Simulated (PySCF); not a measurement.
Gas-phase reaction: Ga₂H₆ + 2 GaCl₂ + N₂ ⇌ 2 GaCl₂NH₂ + 2 GaH

Energies from PySCF, thermal terms from the rigid-rotor harmonic-oscillator model, ideal gas at 1 bar. † marks an energy on the PBE0/def2-TZVP geometry and frequencies; other levels use their own. MP2 freezes the core. 6-31G* has spherical d functions here. Open shells (unrestricted): GaCl₂ (multiplicity 2); the rest are closed-shell singlets. B3LYP is the form with VWN-RPA correlation. Ga: all electrons, no relativistic terms. Ga₂H₆, GaCl₂, GaCl₂NH₂, GaH: computed as isolated molecules; such fragments, hydroxides, amides, oligomers or adducts are transient or little studied in the gas. MP2 isn't extrapolated to the basis-set limit.

| level | ΔH°(298 K), kJ |
|---|---|
| B3LYP/def2-TZVP† | -110 |
| HF/6-31G* | -24 |
| HF/def2-TZVP† | ? |
| M06-2X/def2-TZVP† | -119 |
| MP2/def2-TZVPP† | -91 |
| PBE0/def2-SVP† | ? |
| PBE0/def2-TZVP | ? |
| LDA/def2-TZVP† | ? |
| ωB97M-V/def2-TZVP† | -113 |

**Question.** Fill in the missing entries.

**Answer.** 
- HF/def2-TZVP†, ΔH°(298 K), kJ: -51
- PBE0/def2-SVP†, ΔH°(298 K), kJ: -98
- PBE0/def2-TZVP, ΔH°(298 K), kJ: -101
- LDA/def2-TZVP†, ΔH°(298 K), kJ: -118
